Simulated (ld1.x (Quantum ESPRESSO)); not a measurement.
## thulium PAW: all-electron and pseudo phase curves

Tm, PAW, made with ld1.x (Quantum ESPRESSO) 7.5 (PBE, scalar-relativistic). Core [Kr] 4d10 4f12, reference 5s2 5p6 5d1 6s2 6p0. Waves: 5s (bound): rcut 1.60, rcutus 1.85 bohr; 6s (bound): rcut 1.60, rcutus 1.85 bohr; 5p (bound): rcut 2.00, rcutus 2.75 bohr; 6p (bound, empty): rcut 2.00, rcutus 2.75 bohr; 5d (bound): rcut 3.20, rcutus 3.40 bohr; 5d channel at 1.5 Ry: rcut 3.20, rcutus 3.40 bohr. Local part: all-electron potential smoothed inside 2.05 bohr (lloc = -1). Core correction: Bessel-smoothed model core, default radius (core density twice the valence density). Augmentation charge: GAUSS, radius 1.20 bohr.

The phase is arctan(r·u′/u) with u = r·R(r), unwrapped; energies in Ry, scanned from -6 to 5 Ry. A pole is an energy at which the radial function vanishes at the test radius. The pseudo phase is shifted by a multiple of π to meet the all-electron one at the reference energy, and phase errors are pseudo minus all-electron; the curves can meet again beyond the range given. Levels narrower than the energy grid can be missing from the lists of poles.

| channel | radius (bohr) | reference energy (Ry) | poles, all-electron | poles, pseudo | unbroken range about the reference energy with phases within 0.05 rad | phase error 1 Ry above the reference energy (rad) |
| --- | --- | --- | --- | --- | --- | --- |
| s | 3.71 | -0.33 | 0.54, 4.88 | 0.54, 4.97 | -4.2 to 2.3 | +0.000 |
| p | 3.71 | -0.10 | -2.22, 1.40 | -2.22, -1.33, 1.17 | -1.2 to 1.2 | -0.040 |
| d | 3.71 | -0.14 | 0.12, 3.06 | 0.12, 2.96 | below 3.8 | -0.003 |

The ghost test of this file was not conclusive. Its overlap operator is not positive definite in a basis up to 400 Ry (lowest eigenvalue s -0.11, p -0.92), so the file is unfit for use: the generalised eigenproblem breaks down once the basis is large enough, and its test numbers describe a broken file.

Phases in the d channel:

```
E (Ry)  all-electron  pseudo
 -6.00         1.460   1.460
 -5.74         1.457   1.457
 -5.48         1.455   1.455
 -5.22         1.452   1.452
 -4.96         1.449   1.448
 -4.70         1.445   1.445
 -4.44         1.442   1.441
 -4.18         1.438   1.437
 -3.92         1.433   1.433
 -3.66         1.428   1.428
 -3.40         1.423   1.422
 -3.14         1.416   1.416
 -2.88         1.409   1.409
 -2.62         1.401   1.401
 -2.36         1.391   1.391
 -2.10         1.380   1.379
 -1.84         1.366   1.365
 -1.58         1.348   1.347
 -1.32         1.324   1.323
 -1.06         1.289   1.288
 -0.80         1.230   1.229
 -0.54         1.099   1.098
 -0.28         0.444   0.441
 -0.02        -1.372  -1.373
  0.24        -1.661  -1.663
  0.50        -1.795  -1.797
  0.76        -1.939  -1.942
  1.02        -2.207  -2.211
  1.28        -2.963  -2.967
  1.54        -3.981  -3.981
  1.80        -4.358  -4.360
  2.06        -4.510  -4.513
  2.32        -4.592  -4.597
  2.58        -4.646  -4.652
  2.84        -4.685  -4.695
  3.10        -4.718  -4.732
  3.36        -4.747  -4.769
  3.62        -4.776  -4.810
  3.88        -4.808  -4.865
  4.14        -4.847  -4.957
  4.40        -4.901  -5.172
  4.66        -4.988  -6.063
  4.92        -5.169  -7.286
```
